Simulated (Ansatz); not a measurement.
Geometry optimisation, Ansatz, RHF/6-31G*.

input.yaml

```yaml
crystal:
  periodic: [false, false, false]
  atoms:
    - { symbol: C, position_ang: [-0.2432, -1.6559, -0.6436] }
    - { symbol: C, position_ang: [0.5481, -0.3768, -0.4733] }
    - { symbol: "N", position_ang: [1.8142, -0.4629, -0.9803] }
    - { symbol: C, position_ang: [0.1707, 0.7684, 0.1019] }
    - { symbol: F, position_ang: [0.9723, 1.7889, 0.1734] }
    - { symbol: C, position_ang: [-1.2612, 1.0055, 0.6993] }
    - { symbol: O, position_ang: [-1.1081, 1.7186, 1.9257] }
    - { symbol: H, position_ang: [-0.0896, -2.0199, -1.6587] }
    - { symbol: H, position_ang: [-1.3601, -1.3996, -0.532] }
    - { symbol: H, position_ang: [-0.0152, -2.3652, 0.1114] }
    - { symbol: H, position_ang: [2.4425, 0.2754, -0.589] }
    - { symbol: H, position_ang: [2.2803, -1.3793, -0.8401] }
    - { symbol: H, position_ang: [-1.8448, 0.0928, 0.9152] }
    - { symbol: H, position_ang: [-1.895, 1.5986, 0.0325] }
    - { symbol: H, position_ang: [-0.4328, 2.3607, 1.7869] }
basis:
  gaussian: { orbitals: "6-31G*" }
hamiltonian:
  xc: hf
relax:
  f_tol: 0.015
  max_steps: 40
```

Command:

```bash
$ ansatz run input.yaml --threads 2 --pin off --max-ram 3072MiB --backend cpu --events-out ev --progress --plain --runs-dir out
```

Problem. Where does it end, and by what steps?

Solution. The run converged. After 10 steps the energy has fallen by 0.665 eV; H9 moved furthest, 0.47 Å.

| step | energy less start (eV) | largest force component (eV/Å) | accepted |
| --- | --- | --- | --- |
| 0 | 0.0000 | 4.488 | yes |
| 1 | -0.5356 | 1.720 | yes |
| 2 | -0.6240 | 0.337 | yes |
| 3 | -0.6399 | 0.153 | yes |
| 4 | -0.6517 | 0.280 | yes |
| 5 | -0.6588 | 0.120 | yes |
| 6 | -0.6607 | 0.121 | yes |
| 7 | -0.6635 | 0.076 | yes |
| 8 | -0.6642 | 0.043 | yes |
| 9 | -0.6645 | 0.019 | yes |
| 10 | -0.6645 | 0.011 | yes |

```xyz
15
Properties=species:S:1:pos:R:3
C -0.248 -1.674 -0.554
C 0.550 -0.406 -0.434
N 1.834 -0.491 -0.985
C 0.088 0.722 0.070
F 0.944 1.782 0.128
C -1.249 1.120 0.600
O -1.187 1.517 1.944
H -0.342 -1.950 -1.599
H -1.236 -1.594 -0.125
H 0.267 -2.485 -0.046
H 2.411 0.293 -0.766
H 2.303 -1.345 -0.765
H -1.949 0.302 0.550
H -1.642 1.930 -0.011
H -0.565 2.228 2.021
```

Whether the end is a true minimum wasn't checked by a vibrational analysis.

The run took 24 s on 2 threads of AMD EPYC 9R45 96-Core Processor (Zen 5), with other jobs on the host, peak memory 0.3 GiB.
